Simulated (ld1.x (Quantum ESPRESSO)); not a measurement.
Which change was made? (Ru, TM)

```json
{"Element": "ruthenium (Ru)", "Generator": "ld1.x (Quantum ESPRESSO) 7.5", "Type": "norm-conserving Troullier–Martins (Kleinman–Bylander form)", "Functional": "PBE", "Relativity": "scalar-relativistic", "Frozen core": "[Ar] 3d10 4s2", "Valence charge": "14", "Reference configuration": "4p6 4d7.5 5s0.5 5p0", "Partial waves": "5s (bound): rc 2.85 bohr; 4d (bound): rc 2.00 bohr; 4f channel at 0.25 Ry: rc 2.50 bohr; 4p (bound): rc 1.75 bohr", "Local potential": "the p channel", "Core correction": "a·sin(br)/r model core inside 1.45 bohr"}
```

Cutoffs, loose and tight: the cutoffs (Ry, on a coarse ladder) from which the occupation-weighted sum of valence levels, in a spherical-Bessel basis at the reference potential, stays within 10 and 1 mRy of its value at 400 Ry. They do not see the model core or the augmentation charge, which bear on the density cutoff. Test errors are all-electron minus pseudo excitation energies from the reference, over the configurations 4p6 4d7 5s1 5p0; 4p6 4d7 5s0 5p0; 4p6 4d6 5s0 5p0; 4p6 4d6 5s1 5p0; 4p6 4d4 5s0 5p0; 4p6 4d8 5s0 5p0; 4p6 4d7 5s0.5 5p0; variants that change the core or the reference have their own tests.

The base gives: outcome: generated; cutoff, loose: 45 Ry; cutoff, tight: 60 Ry; bound ghosts: s; largest test error (meV): +43.

**Question.** After one change the result is: outcome: generated; cutoff, loose: 45 Ry; cutoff, tight: 60 Ry; bound ghosts: s; largest test error (meV): -95. Which change was it?
A. local potential the d channel
B. core [Kr], valence charge 8; reference 4d8 5s0 5p0; waves now 5s (bound): rc 2.25 bohr; 5p (bound): rc 4.20 bohr; 4d (bound): rc 2.00 bohr; 4f channel at 0.25 Ry: rc 4.60 bohr; local potential the f channel; core correction a·sin(br)/r model core, default radius (core density twice the valence density)
C. wave 4p (bound): rc 1.75 bohr becomes 4p (bound): rc 1.24 bohr
D. wave 5s (bound): rc 2.85 bohr becomes 5s (bound): rc 4.10 bohr

**Answer.** A. The others give: wave 5s (bound): rc 2.85 bohr becomes 5s (bound): rc 4.10 bohr → outcome: generated; cutoff, loose: 45 Ry; cutoff, tight: 60 Ry; bound ghosts: s; largest test error (meV): -202 | core [Kr], valence charge 8; reference 4d8 5s0 5p0; waves now 5s (bound): rc 2.25 bohr; 5p (bound): rc 4.20 bohr; 4d (bound): rc 2.00 bohr; 4f channel at 0.25 Ry: rc 4.60 bohr; local potential the f channel; core correction a·sin(br)/r model core, default radius (core density twice the valence density) → outcome: generated; cutoff, loose: 45 Ry; cutoff, tight: 50 Ry; bound ghosts: none; largest test error (meV): -1778 | wave 4p (bound): rc 1.75 bohr becomes 4p (bound): rc 1.24 bohr → outcome: generated; cutoff, loose: 100 Ry; cutoff, tight: 140 Ry; bound ghosts: s; largest test error (meV): -52.
